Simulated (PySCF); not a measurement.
Br2Zn, charge -1, doublet, at a GFN2-xTB geometry (such geometries of metal compounds can be far from the true shape) (a state made from the parent by changing its charge; the spin is typed, not shown lowest); DF-HF/6-31G* (PySCF).

PySCF was given this input:
```python
from pyscf import gto, scf

mol = gto.M(
    atom='''
Zn   -0.447269   -0.631340   -0.743424
Br   -0.031454    2.052566   -1.060465
Br    0.414828   -1.511417    1.697686
''',
    basis='6-31g*',
    charge=-1,
    spin=1,
    verbose=4,
)

mf = scf.UHF(mol)
mf = mf.density_fit(auxbasis='def2-universal-jkfit')
mf.kernel()
```

It wrote (shortened):

```
PySCF version 2.14.0

[INPUT] verbose = 4
[INPUT] num. atoms = 3
[INPUT] num. electrons = 101
[INPUT] charge = -1
[INPUT] spin (= nelec alpha-beta = 2S) = 1
[INPUT] symmetry False subgroup None
[INPUT] Mole.unit = angstrom
[INPUT] Symbol           X                Y                Z      unit          X                Y                Z       unit  Magmom
[INPUT]  1 Zn    -0.447269000000  -0.631340000000  -0.743424000000 AA   -0.845215914008  -1.193059691483  -1.404867754429 Bohr   0.0
[INPUT]  2 Br    -0.031454000000   2.052566000000  -1.060465000000 AA   -0.059439445522   3.878787592594  -2.003988414687 Bohr   0.0
[INPUT]  3 Br     0.414828000000  -1.511417000000   1.697686000000 AA    0.783911308801  -2.856164190012   3.208161585508 Bohr   0.0

nuclear repulsion = 549.552099241892
number of shells = 36
number of NR pGTOs = 287
number of NR cGTOs = 98
basis = 6-31g*
ecp = {}

******** <class 'pyscf.df.df_jk.DFUHF'> ********
method = DFUHF
initial guess = minao
damping factor = 0
level_shift factor = 0
DIIS = <class 'pyscf.scf.diis.CDIIS'>
diis_start_cycle = 1
diis_space = 8
diis_damp = 0
SCF conv_tol = 1e-09
SCF conv_tol_grad = None
SCF max_cycles = 50
direct_scf = False
number electrons alpha = 51  beta = 50
Set gradient conv threshold to 3.16228e-05
******** <class 'pyscf.df.df.DF'> ********
auxbasis = def2-universal-jkfit
init E= -6918.93876789213

cycle= 1 E= -6921.79147737944  delta_E= -2.85  |g|= 0.235  |ddm|= 1.09
cycle= 2 E= -6921.84127178963  delta_E= -0.0498  |g|= 0.135  |ddm|= 0.624
cycle= 3 E= -6921.84933077477  delta_E= -0.00806  |g|= 0.0318  |ddm|= 0.152
cycle= 4 E= -6921.85165677977  delta_E= -0.00233  |g|= 0.0162  |ddm|= 0.0935
cycle= 5 E= -6921.85267554312  delta_E= -0.00102  |g|= 0.0061  |ddm|= 0.0941
cycle= 6 E= -6921.85275033987  delta_E= -7.48e-05  |g|= 0.00353  |ddm|= 0.0196
cycle= 7 E= -6921.85277934709  delta_E= -2.9e-05  |g|= 0.0012  |ddm|= 0.0144
cycle= 8 E= -6921.85278468035  delta_E= -5.33e-06  |g|= 0.000405  |ddm|= 0.00701
cycle= 9 E= -6921.85278515433  delta_E= -4.74e-07  |g|= 0.000155  |ddm|= 0.00168
cycle= 10 E= -6921.85278523715  delta_E= -8.28e-08  |g|= 4.94e-05  |ddm|= 0.000789
cycle= 11 E= -6921.85278524517  delta_E= -8.02e-09  |g|= 1.47e-05  |ddm|= 0.000275
cycle= 12 E= -6921.85278524575  delta_E= -5.88e-10  |g|= 6.09e-06  |ddm|= 7.88e-05
Extra cycle  E= -6921.85278524581  delta_E= -5.28e-11  |g|= 3.26e-06  |ddm|= 1.64e-05
converged SCF energy = -6921.85278524581  <S^2> = 0.75392088  2S+1 = 2.003917
```
